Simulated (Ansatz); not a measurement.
Gas-phase electronic energies from Ansatz, PBE0-D4/def2-TZVP geometries. CCSD(T)/CBS is the MP2 limit (def2-TZVPP, def2-QZVPP) plus CCSD(T) − MP2 in def2-TZVPP, frozen cores. For Ge outer-core shells are correlated without core-valence functions, which leaves a few kJ/mol of doubt a bond. Scalar relativity is left out up to krypton. Each species was taken in one conformer, which may not be the lowest.

Consider the redistribution: `[GeH3][SiH]1CO1` + `C=CN([SiH3])[SiH2]Cl` → `C=C[N]([GeH3])[SiH2]Cl` + `[SiH3][SiH]1CO1`.

```tsv
species	CCSD(T)/def2-TZVPP energy (Eh)
`[GeH3][SiH]1CO1`	-2481.40580
`C=CN([SiH3])[SiH2]Cl`	-1173.45229
`C=C[N]([GeH3])[SiH2]Cl`	-2959.99449
`[SiH3][SiH]1CO1`	-694.84876
```

Problem. Work out ΔE.

Solution. ΔE = (-2959.99449) + (-694.84876) − (-2481.40580) − (-1173.45229) = 0.01484 Eh = +39.0 kJ/mol. CCSD(T)/CBS gives +41.5 kJ/mol.

Largest T1 diagnostic among the species: 0.015.

From PBE to PBE0 (25 % exact exchange), in def2-TZVPP and without D4, ΔE moves by +3.7 kJ/mol.
